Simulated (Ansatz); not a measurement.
Ansatz (a quantum-chemistry and plane-wave program) input (B3LYP/6-31G*):

Ansatz 0.2 input:
```yaml
crystal:
  periodic: [false, false, false]
  atoms:
    - {symbol: C, position_ang: [2.00186965, 0.36982434, 0.18808977]}
    - {symbol: N, position_ang: [0.87199549, -0.55157779, -0.00779254]}
    - {symbol: B, position_ang: [-0.47694755, -0.28699074, -0.04264625]}
    - {symbol: O, position_ang: [-1.61397720, -0.99463754, -0.09548788]}
    - {symbol: O, position_ang: [-0.88200202, 1.18855169, -0.01668004]}
    - {symbol: H, position_ang: [1.64762014, 1.33619257, 0.55715489]}
    - {symbol: H, position_ang: [2.68109498, -0.03232714, 0.94366882]}
    - {symbol: H, position_ang: [2.55737871, 0.51887836, -0.74309735]}
    - {symbol: H, position_ang: [1.15523618, -1.52018189, -0.11280963]}
    - {symbol: H, position_ang: [-1.57606071, -1.95488101, 0.02405957]}
    - {symbol: H, position_ang: [-0.37817005, 1.84950250, -0.53154193]}
    - {symbol: H, position_ang: [-1.84971387, 1.32855577, -0.10085041]}
basis:
  gaussian:
    orbitals: 6-31G*
hamiltonian:
  xc: {name: B3LYP}
total_charge: 1
phonons: {temperatures: {t_min: 298.15, t_max: 298.15, t_step: 100}}
```

Output:

```
Functional definition: B3LYP
integrals: 0.04 GiB planned
1001 factors; integrals over basis functions are off by at most 4.3e-4 eV
mean field: 0.32 GiB planned
mean field evaluation 1: about -7389.4132 eV, gradient 9.9e1 eV
mean field evaluation 2: about -7375.7150 eV, gradient 1.3e2 eV
mean field evaluation 4: about -7407.1657 eV, gradient 4.1e0 eV
mean field evaluation 8: about -7407.2104 eV, gradient 4.6e-2 eV
mean field -7407.21040236 eV, -272.2099614992 hartree, gradient 4.8e-5 eV, S^2 0.000000; 0 other end points of the search recorded, 0 dependent functions left out
the calculation of the forces begins
reference -7407.21058618 eV, -272.2099682546 hartree; 20, 20 occupied and 69, 69 virtual orbitals, 1001 factors
these checks for a lower state are left out or cut short: stability, starts, cluster_reference, orbital_swaps, neighbouring_geometries, increment
integrals: 0.04 GiB planned
1001 factors; integrals over basis functions are off by at most 4.3e-4 eV
mean field: 0.32 GiB planned
mean field evaluation 16: about -7407.1976 eV, gradient 1.6e-1 eV
mean field -7407.21023849 eV, -272.2099554772 hartree, gradient 1.6e-6 eV, S^2 0.000000; 0 other end points of the search recorded, 0 dependent functions left out
the calculation of the forces begins
reference -7407.21042236 eV, -272.2099622340 hartree; 20, 20 occupied and 69, 69 virtual orbitals, 1001 factors
these checks for a lower state are left out or cut short: stability, starts, cluster_reference, orbital_swaps, neighbouring_geometries, increment
integrals: 0.04 GiB planned
1001 factors; integrals over basis functions are off by at most 4.3e-4 eV
mean field: 0.32 GiB planned
mean field -7407.21024695 eV, -272.2099557881 hartree, gradient 2.5e-6 eV, S^2 0.000000; 0 other end points of the search recorded, 0 dependent functions left out
the calculation of the forces begins
reference -7407.21043074 eV, -272.2099625422 hartree; 20, 20 occupied and 69, 69 virtual orbitals, 1001 factors
these checks for a lower state are left out or cut short: stability, starts, cluster_reference, orbital_swaps, neighbouring_geometries, increment
integrals: 0.04 GiB planned
1001 factors; integrals over basis functions are off by at most 4.3e-4 eV
mean field: 0.32 GiB planned
mean field evaluation 32: about -7407.2102 eV, gradient 1.2e-6 eV
mean field -7407.21022807 eV, -272.2099550940 hartree, gradient 1.2e-6 eV, S^2 0.000000; 0 other end points of the search recorded, 0 dependent functions left out
the calculation of the forces begins
reference -7407.21041188 eV, -272.2099618490 hartree; 20, 20 occupied and 69, 69 virtual orbitals, 1001 factors
these checks for a lower state are left out or cut short: stability, starts, cluster_reference, orbital_swaps, neighbouring_geometries, increment
integrals: 0.04 GiB planned
1001 factors; integrals over basis functions are off by at most 4.3e-4 eV
mean field: 0.32 GiB planned
mean field -7407.21023699 eV, -272.2099554219 hartree, gradient 1.9e-6 eV, S^2 0.000000; 0 other end points of the search recorded, 0 dependent functions left out
the calculation of the forces begins
reference -7407.21042082 eV, -272.2099621777 hartree; 20, 20 occupied and 69, 69 virtual orbitals, 1001 factors
these checks for a lower state are left out or cut short: stability, starts, cluster_reference, orbital_swaps, neighbouring_geometries, increment
integrals: 0.04 GiB planned
1001 factors; integrals over basis functions are off by at most 4.3e-4 eV
mean field: 0.32 GiB planned
mean field -7407.21022660 eV, -272.2099550400 hartree, gradient 1.3e-6 eV, S^2 0.000000; 0 other end points of the search recorded, 0 dependent functions left out
the calculation of the forces begins
reference -7407.21041044 eV, -272.2099617961 hartree; 20, 20 occupied and 69, 69 virtual orbitals, 1001 factors
these checks for a lower state are left out or cut short: stability, starts, cluster_reference, orbital_swaps, neighbouring_geometries, increment
integrals: 0.04 GiB planned
1001 factors; integrals over basis functions are off by at most 4.3e-4 eV
mean field: 0.32 GiB planned
mean field -7407.21022274 eV, -272.2099548984 hartree, gradient 1.5e-6 eV, S^2 0.000000; 0 other end points of the search recorded, 0 dependent functions left out
the calculation of the forces begins
reference -7407.21040655 eV, -272.2099616532 hartree; 20, 20 occupied and 69, 69 virtual orbitals, 1001 factors
these checks for a lower state are left out or cut short: stability, starts, cluster_reference, orbital_swaps, neighbouring_geometries, increment
integrals: 0.04 GiB planned
1001 factors; integrals over basis functions are off by at most 4.4e-4 eV
mean field: 0.32 GiB planned
mean field -7407.21017086 eV, -272.2099529918 hartree, gradient 1.3e-6 eV, S^2 0.000000; 0 other end points of the search recorded, 0 dependent functions left out
[...]
integrals: 0.04 GiB planned
1001 factors; integrals over basis functions are off by at most 4.3e-4 eV
mean field: 0.32 GiB planned
mean field -7407.21035260 eV, -272.2099596706 hartree, gradient 9.2e-7 eV, S^2 0.000000; 0 other end points of the search recorded, 0 dependent functions left out
the calculation of the forces begins
reference -7407.21053643 eV, -272.2099664262 hartree; 20, 20 occupied and 69, 69 virtual orbitals, 1001 factors
these checks for a lower state are left out or cut short: stability, starts, cluster_reference, orbital_swaps, neighbouring_geometries, increment
integrals: 0.04 GiB planned
1001 factors; integrals over basis functions are off by at most 4.3e-4 eV
mean field: 0.32 GiB planned
mean field evaluation 384: about -7407.2103 eV, gradient 2.2e-5 eV
mean field -7407.21034562 eV, -272.2099594141 hartree, gradient 2.3e-6 eV, S^2 0.000000; 0 other end points of the search recorded, 0 dependent functions left out
the calculation of the forces begins
reference -7407.21052944 eV, -272.2099661694 hartree; 20, 20 occupied and 69, 69 virtual orbitals, 1001 factors
these checks for a lower state are left out or cut short: stability, starts, cluster_reference, orbital_swaps, neighbouring_geometries, increment
integrals: 0.04 GiB planned
1001 factors; integrals over basis functions are off by at most 4.3e-4 eV
mean field: 0.32 GiB planned
mean field -7407.21033160 eV, -272.2099588987 hartree, gradient 2.7e-6 eV, S^2 0.000000; 0 other end points of the search recorded, 0 dependent functions left out
the calculation of the forces begins
reference -7407.21051543 eV, -272.2099656543 hartree; 20, 20 occupied and 69, 69 virtual orbitals, 1001 factors
these checks for a lower state are left out or cut short: stability, starts, cluster_reference, orbital_swaps, neighbouring_geometries, increment
integrals: 0.04 GiB planned
1001 factors; integrals over basis functions are off by at most 4.3e-4 eV
mean field: 0.32 GiB planned
mean field -7407.21032493 eV, -272.2099586535 hartree, gradient 1.3e-6 eV, S^2 0.000000; 0 other end points of the search recorded, 0 dependent functions left out
the calculation of the forces begins
reference -7407.21050874 eV, -272.2099654088 hartree; 20, 20 occupied and 69, 69 virtual orbitals, 1001 factors
these checks for a lower state are left out or cut short: stability, starts, cluster_reference, orbital_swaps, neighbouring_geometries, increment
integrals: 0.04 GiB planned
1001 factors; integrals over basis functions are off by at most 4.3e-4 eV
mean field: 0.32 GiB planned
mean field -7407.21035905 eV, -272.2099599076 hartree, gradient 3.0e-6 eV, S^2 0.000000; 0 other end points of the search recorded, 0 dependent functions left out
the calculation of the forces begins
reference -7407.21054286 eV, -272.2099666626 hartree; 20, 20 occupied and 69, 69 virtual orbitals, 1001 factors
these checks for a lower state are left out or cut short: stability, starts, cluster_reference, orbital_swaps, neighbouring_geometries, increment
integrals: 0.04 GiB planned
1001 factors; integrals over basis functions are off by at most 4.3e-4 eV
mean field: 0.32 GiB planned
mean field -7407.21036283 eV, -272.2099600464 hartree, gradient 9.9e-7 eV, S^2 0.000000; 0 other end points of the search recorded, 0 dependent functions left out
the calculation of the forces begins
reference -7407.21054666 eV, -272.2099668022 hartree; 20, 20 occupied and 69, 69 virtual orbitals, 1001 factors
these checks for a lower state are left out or cut short: stability, starts, cluster_reference, orbital_swaps, neighbouring_geometries, increment
integrals: 0.04 GiB planned
1001 factors; integrals over basis functions are off by at most 4.3e-4 eV
mean field: 0.32 GiB planned
mean field evaluation 416: about -7407.2103 eV, gradient 1.6e-6 eV
mean field -7407.21025836 eV, -272.2099562073 hartree, gradient 1.6e-6 eV, S^2 0.000000; 0 other end points of the search recorded, 0 dependent functions left out
the calculation of the forces begins
reference -7407.21044219 eV, -272.2099629630 hartree; 20, 20 occupied and 69, 69 virtual orbitals, 1001 factors
these checks for a lower state are left out or cut short: stability, starts, cluster_reference, orbital_swaps, neighbouring_geometries, increment
integrals: 0.04 GiB planned
1001 factors; integrals over basis functions are off by at most 4.3e-4 eV
mean field: 0.32 GiB planned
mean field -7407.21026259 eV, -272.2099563628 hartree, gradient 2.8e-6 eV, S^2 0.000000; 0 other end points of the search recorded, 0 dependent functions left out
the calculation of the forces begins
reference -7407.21044641 eV, -272.2099631181 hartree; 20, 20 occupied and 69, 69 virtual orbitals, 1001 factors
these checks for a lower state are left out or cut short: stability, starts, cluster_reference, orbital_swaps, neighbouring_geometries, increment
integrals: 0.04 GiB planned
1001 factors; integrals over basis functions are off by at most 4.3e-4 eV
mean field: 0.32 GiB planned
mean field -7407.21038152 eV, -272.2099607333 hartree, gradient 1.5e-6 eV, S^2 0.000000; 0 other end points of the search recorded, 0 dependent functions left out
the calculation of the forces begins
reference -7407.21056536 eV, -272.2099674892 hartree; 20, 20 occupied and 69, 69 virtual orbitals, 1001 factors
these checks for a lower state are left out or cut short: stability, starts, cluster_reference, orbital_swaps, neighbouring_geometries, increment
integrals: 0.04 GiB planned
1001 factors; integrals over basis functions are off by at most 4.3e-4 eV
mean field: 0.32 GiB planned
mean field -7407.21038664 eV, -272.2099609215 hartree, gradient 1.3e-6 eV, S^2 0.000000; 0 other end points of the search recorded, 0 dependent functions left out
the calculation of the forces begins
reference -7407.21057045 eV, -272.2099676764 hartree; 20, 20 occupied and 69, 69 virtual orbitals, 1001 factors
these checks for a lower state are left out or cut short: stability, starts, cluster_reference, orbital_swaps, neighbouring_geometries, increment
integrals: 0.04 GiB planned
1001 factors; integrals over basis functions are off by at most 4.3e-4 eV
mean field: 0.32 GiB planned
mean field -7407.21039609 eV, -272.2099612689 hartree, gradient 2.9e-6 eV, S^2 0.000000; 0 other end points of the search recorded, 0 dependent functions left out
the calculation of the forces begins
reference -7407.21057993 eV, -272.2099680247 hartree; 20, 20 occupied and 69, 69 virtual orbitals, 1001 factors
these checks for a lower state are left out or cut short: stability, starts, cluster_reference, orbital_swaps, neighbouring_geometries, increment
integrals: 0.04 GiB planned
1001 factors; integrals over basis functions are off by at most 4.3e-4 eV
mean field: 0.32 GiB planned
mean field -7407.21039598 eV, -272.2099612647 hartree, gradient 2.7e-6 eV, S^2 0.000000; 0 other end points of the search recorded, 0 dependent functions left out
the calculation of the forces begins
reference -7407.21057979 eV, -272.2099680197 hartree; 20, 20 occupied and 69, 69 virtual orbitals, 1001 factors
Total energy: -7407.21058618 eV, -272.2099682546 hartree
Atom 0 at     2.001870     0.369824     0.188090 Å, force    -0.001725    -0.001674     0.000683 eV/Å
Atom 1 at     0.871995    -0.551578    -0.007793 Å, force    -0.000258     0.002047     0.000013 eV/Å
Atom 2 at    -0.476948    -0.286991    -0.042646 Å, force     0.000025     0.000945    -0.002502 eV/Å
Atom 3 at    -1.613977    -0.994638    -0.095488 Å, force    -0.000559    -0.001010     0.001316 eV/Å
Atom 4 at    -0.882002     1.188552    -0.016680 Å, force    -0.000137    -0.000845     0.001374 eV/Å
Atom 5 at     1.647620     1.336193     0.557155 Å, force     0.000654    -0.000012    -0.000344 eV/Å
Atom 6 at     2.681095    -0.032327     0.943669 Å, force     0.001160     0.000599     0.000602 eV/Å
Atom 7 at     2.557379     0.518878    -0.743097 Å, force    -0.000228    -0.000191    -0.000107 eV/Å
Atom 8 at     1.155236    -1.520182    -0.112810 Å, force     0.000310    -0.000298    -0.000032 eV/Å
Atom 9 at    -1.576061    -1.954881     0.024060 Å, force    -0.000108     0.000175    -0.000253 eV/Å
Atom 10 at    -0.378170     1.849503    -0.531542 Å, force     0.001390     0.001273    -0.000761 eV/Å
Atom 11 at    -1.849714     1.328556    -0.100850 Å, force    -0.000524    -0.001010     0.000010 eV/Å
Dipole moment:    -0.211404     0.345311    -0.194057 e Å
Vibrations: 109.07 141.37 225.34 269.39 384.38 426.53 459.28 483.88 596.26 643.49 678.15 890.09 911.70 1052.93 1137.78 1156.73 1256.32 1410.12 1494.28 1518.03 1542.82 1667.37 1709.42 3070.98 3144.60 3155.98 3578.00 3623.31 3719.56 3804.69 cm⁻¹, zero-point energy 2.743886 eV
```

The blocks after the first are displaced geometries, from whose forces the wavenumbers follow.

The dipole moment of an ion depends on the origin.
